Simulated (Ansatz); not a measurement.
System: C4H5OSi, net charge 0, doublet state. It need not be the lowest isomer of its formula. 
Coordinates optimised at B3LYP-D3(BJ)/def2-TZVP (Ansatz, a quantum-chemistry and plane-wave program):
```xyz
11

Si     2.0106     0.0708     0.1510
C      0.1592     0.0415     0.0176
C     -0.7667     1.1583     0.1298
C     -1.9806     0.5969    -0.0434
O     -1.9464    -0.7174    -0.2488
C     -0.6097    -1.0575    -0.2096
H      2.4307     0.5779     1.4780
H      2.5952     0.9518    -0.8865
H      2.5134    -1.3102    -0.0324
H     -0.5373     2.1930     0.3094
H     -0.3918    -2.0999    -0.3593
```
Charge 0, spin multiplicity 2.

Basis-set convergence of Hartree-Fock and CCSD(T) correlation energies (hartree) with Ansatz. Correlated levels leave the core frozen unless marked. Open shells are spin-unrestricted. No spin-orbit coupling. Non-relativistic.

The UHF reference is spin-contaminated (<S^2> 0.31 over the pure value in the largest basis). 

| basis | functions | E(HF) | E(corr, CCSD(T)) |
|---|---|---|---|
| cc-pV(D+d)Z | 118 | -518.09352 | -0.84854 |
| cc-pV(T+d)Z | 259 | -518.16766 | -1.02951 |
| cc-pV(Q+d)Z | 489 | -518.18657 | -1.08815 |

Extrapolating the two largest sets (X = 3 and 4) as X^-3: E(corr) = (64·(-1.08815) - 27·(-1.02951))/37 = -1.1309 Eh, an estimate of the basis-set limit. The largest set recovers 96.2 % of it, the smallest 75.0 %.
